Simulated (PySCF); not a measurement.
C3H5O, SMILES CC[C]=O, multiplicity 2.

Coordinates come from a PBE-D3(BJ)/def2-SVP optimisation. The isomer is the one that the SMILES or the coordinates give; other isomers of the formula were not compared. Other conformers were not sampled.

Level of theory: r2SCAN/def2-TZVPD (PySCF).

Computed frontier levels, dipole moment and polarisability:
```json
{
 "α spin, highest occupied and lowest empty level": "-4.72 and -1.82 eV",
 "β spin, highest occupied and lowest empty level": "-8.65 and -2.37 eV",
 "dipole_moment": "2.73 D",
 "quadrupole, principal values (traceless, Buckingham form, about the centre of nuclear charge)": "-4.30, 0.86, 3.44 D·Å",
 "mean_static_polarisability": "43.5 bohr³ (6.45 Å³)",
 "polarisability_principal_values": "36.3, 41.8, 52.5 bohr³",
 "⟨S²⟩": "0.754 (pure state 0.75)"
}
```
